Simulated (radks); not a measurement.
The numbers below are computed, except where a source is named.
The nuclear charge of the europium ion Eu+ is varied continuously with 62 electrons held in [Xe] 4f7 6s1. Level of theory: scalar-relativistic Kohn-Sham, BLYP, spin-polarised, spherical densities, finite nucleus; open shells are filled with parallel spins first (spin-orbit coupling, left out, can overturn this in heavy ions); Fermi nuclear charge, rms radius 5.1115 fm (a radial shooting solver on a logarithmic mesh with Libxc functionals). By the Hellmann-Feynman theorem dE/dZ = E(electron-nucleus)/Z, the electronic potential at the nucleus (averaged over a nucleus of fixed radius). The scalar-relativistic energy here is not variational (the density holds large components alone), so the two differ by a part that grows with Z.

Z	E (hartree)	E(electron-nucleus)/Z (hartree)	HOMO	e(HOMO) (eV)	<r> HOMO (bohr)
62.2	-10510.0148	-411.567	4f	-0.449	1.151
62.4	-10592.9695	-413.523	4f	-2.276	1.065
62.6	-10676.3189	-415.465	4f	-4.593	1.016
62.8	-10760.0614	-417.401	4f	-7.204	0.9792
63	-10844.1961	-419.335	6s	-8.851	3.791
63.2	-10928.7226	-421.266	6s	-10.294	3.670
63.4	-11013.6408	-423.197	6s	-11.801	3.560
63.6	-11098.9506	-425.127	6s	-13.367	3.460
63.8	-11184.6520	-427.057	6s	-14.991	3.368
64	-11270.7451	-428.988	6s	-16.670	3.283

The central difference of E at Z = 63 is -421.653 hartree, to compare with the third column; the second derivative is -9.8 hartree. No converged solution with all levels bound was reached at Z = 62.
